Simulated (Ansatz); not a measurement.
Abridged output of a molecular run in Ansatz:

```
Functional definition: HF
1463 factors; integrals over basis functions are off by at most 1.1e-3 eV
mean field evaluation 1: about -81325.0327 eV, gradient 4.0e1 eV
mean field evaluation 2: about -81325.2379 eV, gradient 4.0e1 eV
mean field evaluation 4: about -81329.0547 eV, gradient 3.7e0 eV
mean field evaluation 8: about -81329.1254 eV, gradient 2.8e-1 eV
mean field -81329.12580349 eV, -2988.7902464168 hartree, gradient 5.0e-6 eV, S^2 0.000000; 0 other end points of the search recorded, 0 dependent functions left out
20 core orbitals not correlated: weight in the atoms' cores, before any rotation towards them, 1.000 or more for the frozen orbitals, at most 0.000 for the correlated occupied ones
reference -81329.12580349 eV, -2988.7902464168 hartree; 17, 17 occupied and 210, 210 virtual orbitals, 1463 factors
second order -18.81962557 eV of doubles, -0.00000000 eV of singles
cycle   1  -19.36614966 eV  change   -5.5e-1 eV  update   9.6e-2
cycle   2  -19.92701582 eV  change   -5.6e-1 eV  update   2.9e-2
cycle   3  -19.99887110 eV  change   -7.2e-2 eV  update   1.3e-2
cycle   4  -19.98721280 eV  change    1.2e-2 eV  update   3.4e-3
cycle   5  -19.98772149 eV  change   -5.1e-4 eV  update   1.6e-3
cycle   6  -19.98750010 eV  change    2.2e-4 eV  update   4.3e-4
cycle   7  -19.98730411 eV  change    2.0e-4 eV  update   1.6e-4
cycle   8  -19.98736594 eV  change   -6.2e-5 eV  update   5.3e-5
cycle   9  -19.98737510 eV  change   -9.2e-6 eV  update   1.7e-5
perturbative correction -0.73461252 eV, -0.0269965121 hartree
Total energy: -81349.84779111 eV, -2989.5517654160 hartree
```

Its atoms:

```xyz
10

Si   -1.722   -0.055    0.306
N    -0.285    0.892    0.168
Al    1.379    0.381   -0.200
Se    1.754   -1.873   -0.572
H    -2.328    0.035    1.663
H    -1.344   -1.467    0.038
H    -2.764    0.361   -0.673
H    -0.414    1.884    0.325
H     2.541    1.445   -0.265
H     3.182   -1.603   -0.790
```

Task: Which basis set was used?
A. def2-TZVPP
B. def2-QZVPP
C. def2-SVPD
D. def2-SVP

Result: A. It gives 247 functions.

Task: Write the keys of the input that set method, charge and spin (a neutral closed shell needs none for the last two).

Result: 
```yaml
correlation: {method: ccsd_t}
```
